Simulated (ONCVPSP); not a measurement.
oxygen (O): excitation energies, all-electron against ONCV

oxygen (O), optimised norm-conserving Vanderbilt (ONCV), made with ONCVPSP 4.0.1 (PBE, scalar-relativistic). Core [He], reference 2s1.5 2p4.5. Waves: 2s: rc 1.00 bohr, ncon 4, nbas 9, qcut 7.7 1/bohr, 2 projectors, debl 1.7 Ha; 2p: rc 1.85 bohr, ncon 4, nbas 7, qcut 9.5 1/bohr, 1 projector; d scattering state at 0.02 Ha: rc 1.65 bohr, ncon 4, nbas 8, qcut 5.7 1/bohr, 2 projectors, debl 1.7 Ha. Local part: polynomial inside 0.80 bohr (lpopt 5, dvloc0 4 Ha). Core correction: none.

Energies are relative to the spin-unpolarised reference configuration 2s1.5 2p4.5; without spin polarisation the order of configurations can differ from experiment.

Question: Give the all-electron excitation energy and the error of the potential for: 2s2 2p4; 2s2 2p3; 2s2 2p2; 2s1 2p5.

Answer:

```json
{"valence configuration": "2s2 2p4", "charge": "0", "ΔE all-electron (eV)": "-7.470", "error AE − PS (meV)": "+3.5"}
{"valence configuration": "2s2 2p3", "charge": "+1", "ΔE all-electron (eV)": "8.960", "error AE − PS (meV)": "+94"}
{"valence configuration": "2s2 2p2", "charge": "+2", "ΔE all-electron (eV)": "42.546", "error AE − PS (meV)": "+484"}
{"valence configuration": "2s1 2p5", "charge": "0", "ΔE all-electron (eV)": "7.480", "error AE − PS (meV)": "+2.5"}
```

Levels in the configuration 2s2 2p2:

```csv
level,all-electron (eV),pseudo (eV)
2s,-58.346,-58.175
2p,-43.242,-42.565
```
